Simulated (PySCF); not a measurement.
**W (tungsten, neutral) across methods**

[Xe] 4f14 5d5 6s1, high-spin 7S determinant (an excited configuration). All numbers are calculated (PySCF 2.14, the spin-free X2C one-electron Hamiltonian (Gaussian nucleus), in ANO-RCC-VTZP (8s7p5d3f2g1h, 104 functions)).

| method | E (hartree) | mean ε 4f β (eV) | mean ε 6s α (eV) | mean ε 5d α (eV) | Σ⟨r²⟩ (bohr²) | ⟨S²⟩ |
| --- | --- | --- | --- | --- | --- | --- |
| PBE0 | -16142.79 | -34.455 | -6.411 | -5.313 | 65.21 | 12.003 |
| UHF | -16137.69952 | -46.800 | -7.909 | -8.459 | 65.10 | 12.009 |
| PBE | -16143.04 | -30.153 | -5.785 | -4.135 | 65.78 | 12.002 |
| r2SCAN | -16143.11 | -30.386 | -6.160 | -4.380 | 65.02 | 12.004 |
| LDA | -16132.62 | -30.538 | -5.980 | -4.281 | 65.84 | 12.001 |

Spin-orbit coupling, which splits the p, d and f shells strongly at this Z, is absent.
